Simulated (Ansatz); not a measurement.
Geometry optimisation, Ansatz 0.2.0, DFT PBE-D3(BJ), scalar-relativistic, plane waves, PAW.

Input file:

```yaml
crystal:
  lattice:
    - [4.58, 0.0, 0.0]
    - [2.29, 3.966396, 0.0]
    - [0.0, 0.0, 17.382645]
  atoms:
    - { symbol: Be, position: [-0.1666667, 0.3333333, 0.0575286] }
    - { symbol: Be, position: [0.3333333, 0.3333333, 0.0575286] }
    - { symbol: Be, position: [-0.1666667, 0.8333333, 0.0575286] }
    - { symbol: Be, position: [0.3333333, 0.8333333, 0.0575286] }
    - { symbol: Be, position: [0.0, 0.0, 0.1607474] }
    - { symbol: Be, position: [0.5, 0.0, 0.1607474] }
    - { symbol: Be, position: [0.0, 0.5, 0.1607474] }
    - { symbol: Be, position: [0.5, 0.5, 0.1607474] }
    - { symbol: Be, position: [-0.1666667, 0.3333333, 0.2639662] }
    - { symbol: Be, position: [0.3333333, 0.3333333, 0.2639662] }
    - { symbol: Be, position: [-0.1666667, 0.8333333, 0.2639662] }
    - { symbol: Be, position: [0.3333333, 0.8333333, 0.2639662] }
    - { symbol: Be, position: [0.0, 0.0, 0.3671849] }
    - { symbol: Be, position: [0.5, 0.0, 0.3671849] }
    - { symbol: Be, position: [0.0, 0.5, 0.3671849] }
    - { symbol: Be, position: [0.5, 0.5, 0.3671849] }
    - { symbol: "N", position: [0.3616576, 0.8298619, 0.435644] }
basis:
  ecutwfc: 420.0
kpoints:
  mp_grid: { grid: [6, 6, 1] }
hamiltonian:
  xc: pbe
  dispersion: d3bj
scf:
  occupations: { method: gaussian, width: 0.15 }
  lower_state_search: "off"
relax:
  f_tol: 0.03
  max_steps: 60
  adjacent_minimum: "off"
  constraints: [{ sites: [0, 1, 2, 3] }]
```

Launched with:

```bash
$ ansatz run input.yaml --threads 1 --pin off --max-ram 3072MiB --backend cpu --events-out ev --progress --plain --runs-dir out
```

Task: Where does it end, and by what steps?

Result: The run converged. Limits of this set-up: coarse k mesh, thin slab, slab without dipole correction, odd electron count without spin. After 4 steps the energy has fallen by 0.592 eV; N17 moved furthest, 0.32 Å.

```tsv
step	energy less start (eV)	largest force component (eV/Å)	accepted
0	0.0000	3.048	yes
1	-0.3659	2.008	yes
2	-0.5416	0.932	yes
3	-0.5901	0.110	yes
4	-0.5921	0.016	yes
```

```xyz
17
Lattice="4.5800 0.0000 0.0000 2.2900 3.9664 0.0000 0.0000 0.0000 17.3826" Properties=species:S:1:pos:R:3
Be 0.000 1.322 1.000
Be 2.290 1.322 1.000
Be 1.145 3.305 1.000
Be 3.435 3.305 1.000
Be -0.008 0.005 2.778
Be 2.298 0.005 2.777
Be 1.145 1.983 2.809
Be 3.435 1.974 2.777
Be 0.009 1.327 4.563
Be 2.281 1.327 4.563
Be 1.145 3.295 4.563
Be 3.435 3.305 4.468
Be -0.002 0.001 6.378
Be 2.292 0.002 6.377
Be 1.144 1.984 6.260
Be 3.434 1.981 6.378
N 3.436 3.305 7.274
```

Whether the end is a true minimum wasn't checked by a vibrational analysis.

Time of the run: 64 s on 1 thread of Arm Neoverse V1 (shared host), peak memory 0.51 GiB.
